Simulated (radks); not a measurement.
The tantalum ion Ta+ inside a hard spherical wall (all orbitals vanish at R), configuration held at [Xe] 4f14 5d3 6s1 and not refilled when levels cross. All-electron calculation, scalar-relativistic Kohn-Sham, LDA (Slater exchange, VWN5 correlation), spin-polarised, spherical densities, point nucleus; open shells are filled with parallel spins first (spin-orbit coupling, left out, can overturn this in heavy ions). Program: a radial shooting solver on a logarithmic mesh with Libxc functionals. Eigenvalues in eV for spin up, with the zero of energy where the potential of the charges vanishes at infinity; a dash marks a level that is unbound or too diffuse for the functional's potential to be trusted. A positive occupied level is held by the wall or, in an anion where self-interaction has pushed it up, behind a barrier. The pressure on the wall is -dE/dV.

R (bohr)  E (hartree)  kinetic (hartree)    e(5p)    e(4f)    e(6s)    e(5d)  e(6p, empty)  e(7s, empty)  pressure (GPa)
free      -15595.1319          17133.344  -47.336  -32.136  -12.580  -11.497        -7.216        -3.236               0
12        -15595.1319          17133.344  -47.336  -32.135  -12.580  -11.497        -7.215        -3.032        < 0.0001
10        -15595.1319          17133.344  -47.334  -32.133  -12.578  -11.495        -7.200        -2.538         0.00116
8         -15595.1311          17133.353  -47.291  -32.088  -12.539  -11.457        -7.053        -0.794          0.0463
7         -15595.1281          17133.382  -47.170  -31.960  -12.418  -11.350        -6.723         1.466           0.282
6         -15595.1145          17133.486  -46.788  -31.548  -11.982  -11.004        -5.781         6.118            1.69
5         -15595.0562          17133.830  -45.730  -30.384  -10.496   -9.979        -3.099        16.293            10.3
4         -15594.8042          17135.009  -43.098  -27.370   -5.367   -7.025         4.953        40.808            71.6
3.5       -15594.4266          17136.613  -40.521  -24.322    1.229   -3.690        14.451        66.010             213
3         -15593.5140          17140.392  -35.921  -18.865   15.101    2.768        33.077        110.89             737
2.5       -15590.9834          17150.634  -26.134   -7.852   47.034   16.784        72.779        198.12            3150
